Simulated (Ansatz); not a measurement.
`[OH][Hf]([OH])([OH])[F]` and `[NH2][Hf]([OH])([OH])[F]` differ in one atom or group.

Ansatz, PBE0-D4/def2-TZVP geometries, multiplicity 1. Each molecule was computed in one conformer, which needn't be the lowest.

Elements past krypton have def2 core potentials.

```tsv
property	`[OH][Hf]([OH])([OH])[F]`
HOMO energy (ωB97M-V/def2-TZVPP) / eV	-11.44
LUMO energy (PBE/def2-TZVPP) / eV	-0.87
HOMO–LUMO gap (B3LYP/def2-TZVPP) / eV	8.22
LUMO energy (PBE0/def2-TZVPP) / eV	-0.16
size of the dipole moment (B3LYP/def2-TZVPP) / D	3.06
HOMO energy (PBE0/def2-TZVPP) / eV	-8.99
```

Task: Give the same properties after the change, and the shifts. (Estimate.)

Result: Computed: 
```csv
property,`[NH2][Hf]([OH])([OH])[F]`,shift
HOMO energy (ωB97M-V/def2-TZVPP) / eV,-9.61,1.83
LUMO energy (PBE/def2-TZVPP) / eV,-0.81,0.06
HOMO–LUMO gap (B3LYP/def2-TZVPP) / eV,6.54,-1.68
LUMO energy (PBE0/def2-TZVPP) / eV,-0.11,0.05
size of the dipole moment (B3LYP/def2-TZVPP) / D,2.63,-0.43
HOMO energy (PBE0/def2-TZVPP) / eV,-7.23,1.76
```

With PBE0 the HOMO rises by 1.76 eV and the LUMO rises by 0.05 eV, so the gap narrows by about 1.71 eV. PBE moves the HOMO by 1.49 eV and ωB97M-V by 1.83 eV. Dipoles are sizes alone; their direction can turn.

B3LYP here is the variant with VWN-RPA as its local correlation; programs differ in this.
